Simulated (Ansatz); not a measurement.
Species: C2H6AlCl, charge 0, multiplicity 1. 
Coordinates optimised at B3LYP-D3(BJ)/def2-TZVP (Ansatz, a quantum-chemistry and plane-wave program):
```xyz
10

C      1.5824    -1.4223     0.3588
Al    -0.0440    -0.3748     0.1496
C     -1.8580    -0.9283     0.5844
Cl     0.1857     1.5840    -0.6352
H      1.3887    -2.4255     0.7439
H      2.1059    -1.5198    -0.5964
H      2.2761    -0.9252     1.0428
H     -2.3000    -0.2565     1.3256
H     -1.9032    -1.9452     0.9793
H     -2.4995    -0.8787    -0.3000
```

Dipole moments at this geometry, in debye (magnitudes).

| level | program | dipole (D) |
|---|---|---|
| PBE/def2-TZVPD | Ansatz | 2.10 |
| BLYP/def2-TZVPD | Ansatz | 2.08 |
| r2SCAN/def2-TZVPD | Ansatz | 2.11 |
| B97M-V/def2-TZVPD | Ansatz | 2.10 |
| PBE0/def2-TZVPD | Ansatz | 2.15 |
| r2SCANh/def2-TZVPD | Ansatz | 2.13 |
| HSE06/def2-TZVPD | Ansatz | 2.15 |
| CAM-B3LYP/def2-TZVPD | Ansatz | 2.17 |
| LC-wPBE/def2-TZVPD | Ansatz | ? |
| CCSD(T)/aug-cc-pV(D+d)Z | Ansatz | ? |

Some entries are withheld; supply them.


- LC-wPBE/def2-TZVPD, dipole (D): 2.20
- CCSD(T)/aug-cc-pV(D+d)Z, dipole (D): 2.06
